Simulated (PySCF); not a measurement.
C2HF3O2.
Atom-mapped SMILES: `[O:1]=[CH:2][O:3][C:4]([F:5])([F:6])[F:7]` (hydrogens: H8 on C2)

The calculation used PBE0-D3(BJ)/def2-SVP geometry optimisation, gas phase in PySCF 2.14.0.

**Question.** List the bond lengths, angles and torsions at this level.

**Answer.** 
```csv
bond,length (Å),order
O1=C2,1.185,double
C2–O3,1.365,single
O3–C4,1.375,single
"C4–F5, C4–F6, C4–F7",1.319,single
C2–H8,1.107,single
```

Bonds in one row agree within 0.01 Å and their mean is given. Orders are formal, as drawn. A selection of angles:
```csv
angle,degrees
O1–C2–O3,125.6
O1–C2–H8,126.9
O3–C2–H8,107.5
C2–O3–C4,119.7
O3–C4–F5,111.6
O3–C4–F6,106.6
F5–C4–F6,109.0
```

Torsions: O1–C2–O3–C4 -1° (synperiplanar); C2–O3–C4–F5 -60° (synclinal).

Of the pairs four or more bonds apart, O1···F5 is among the closest relative to their van der Waals radii: 2.84 Å, 95 % of the sum of Bondi's values. The C–O distances run from 1.185 Å (O1=C2, drawn double) to 1.375 Å (O3–C4, drawn single), a spread of 0.190 Å. All 3 C–F bonds measure 1.317 to 1.320 Å.

Point group: Cs (every atom within 0.08 Å of its image). Not checked by PBE0-D3(BJ)/def2-SVP frequencies. One conformer, not necessarily the lowest.
